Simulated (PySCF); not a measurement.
Isomers of C2H4B2. Isolated molecules, 0 K electronic values unless said otherwise. One relaxed conformer stands for each flexible species; it need not be the lowest. Strings in code marks are SMILES. Quantity: electronic energy of isomers of C2H4B2 relative to `B=C=BC`. Level 1: PBE-D3(BJ)/def2-TZVP // CAM-B3LYP-D3(BJ)/def2-TZVP (PySCF). Level 2: CAM-B3LYP-D3(BJ)/def2-TZVP (PySCF).

| case | level 1 (kcal/mol) | level 2 (kcal/mol) |
|---|---|---|
| `BC1=CB1` (H–B–C–C torsion 92°) | 5.9 | 3.5 |
| `BC#CB` | 13.6 | 9.5 |
| `BB1C=C1` (H–B–B–C torsion 90°) | 17.5 | 15.3 |
| `CB1B=C1` | 22.8 | 26.9 |
| `C=BB=C` (C–B–B–C torsion 13°) | 24.9 | withheld |
| `[H]/B=C/C=B/[H]` (B–C–C–B torsion 0°) | 53.1 | 52.3 |
| `B=BC=C` (B–B–C–C torsion 42°) | 70.1 | 63.9 |
| `B1=BCC1` | 95.3 | 108.4 |

Question: Fit level 2 = a + b·x to the 7 complete rows by least squares, with x = level 1 in kcal/mol. Give a, b and the rms residual, and predict the withheld value.

Answer: Means of the 7 rows: x̄ = 39.757, ȳ = 39.971 kcal/mol. Σ(x − x̄)² = 6797.2 and Σ(x − x̄)(y − ȳ) = 7493.9, so b = 1.102 and a = ȳ − b·x̄ = -3.84 kcal/mol. The rms residual is 5.12 kcal/mol. At x = 24.9 the line gives 23.6 kcal/mol. The run for `C=BB=C` (C–B–B–C torsion 13°) gave 27.3 kcal/mol, so the line is off by 3.7 kcal/mol, within twice the rms residual.

Codes: PySCF.
